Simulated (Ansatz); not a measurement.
Problem. Predict a relaxed structure of (HCd-mu-OH)2 (Cd2O2H4), charge 0, singlet, at B3LYP-D4/def2-SVP (Ansatz).

Solution. 
```xyz
8

Cd    1.2558    0.8449   -0.8123
H     2.4778    1.6647   -1.6028
O     0.8841   -0.8155    0.5191
Cd   -1.2558   -0.8443    0.8129
H    -2.4779   -1.6654    1.6019
O    -0.8840    0.8160   -0.5184
H     1.5339   -1.4154    0.8999
H    -1.5339    1.4151   -0.9002
```
Point group D2h (tolerance 0.1 Å). This is one stationary point.

In the def2 sets Cd takes a core potential; there is no spin–orbit coupling.
